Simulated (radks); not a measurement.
Values are calculated unless marked as measured or tabulated.
Cl3+, 14 electrons, occupied as [Ne] 3s1.75 3p2 3d0.25 (fractional occupations, a model configuration).

Code: a radial shooting solver on a logarithmic mesh with Libxc functionals. Model: scalar-relativistic Kohn-Sham, r2SCAN, spin-polarised, spherical densities, finite nucleus; open shells are filled with parallel spins first; meta-GGA in the generalised Kohn-Sham scheme; Fermi nuclear charge, rms radius 3.3654 fm.

Energy parts (eV):
| part | energy |
|---|---|
| total | -12476.468 |
| kinetic | 12535.791 |
| electron-nucleus | -29141.656 |
| Hartree | 4864.471 |
| exchange-correlation | -735.073 |

Orbitals (lengths in bohr, moments of r in powers of bohr; <r^-3> diverges for s and p1/2; r(max) is where P^2 peaks; r(90%) holds 90 % of the orbital's charge):
orbital  occ.  eigenvalue (eV)   r(max)  r(90%)    <r^2>  <r^-3>
1s up       1        -2813.650  0.05948   0.162  0.01114       -
1s down     1        -2812.934  0.05948   0.162  0.01114       -
2s up       1        -303.7936   0.3606   0.690   0.2316       -
2s down     1        -303.2865   0.3610   0.689   0.2312       -
2p up       3        -240.9019   0.3012   0.671   0.2041   103.2
2p down     3        -240.0161   0.3017   0.670   0.2035   103.0
3s up       1         -62.1042    1.226    2.06    2.214       -
3s down  0.75         -56.6110    1.227    2.09    2.273       -
3p up       2         -47.4818    1.306    2.26    2.613   11.13
3p down     0         -42.3067    1.305    2.31    2.695   10.87
3d up    0.25         -26.8712    1.441    2.78    3.704  0.7471
3d down     0         -22.1120    1.442    2.75    3.665  0.7695
4s up       0         -19.5910    3.138    4.79    12.50       -
4p up       0         -15.8141    3.556    5.46    16.26   2.252

The highest occupied level is 3d up at -26.871 eV. The configuration is held as typed, so some empty levels lie below it. The electron density at the nucleus is 3604 e/bohr^3 (large components only). The spin density at the nucleus is 4.311 e/bohr^3 (1s -0.398, 2s 0.401, 3s 4.308).
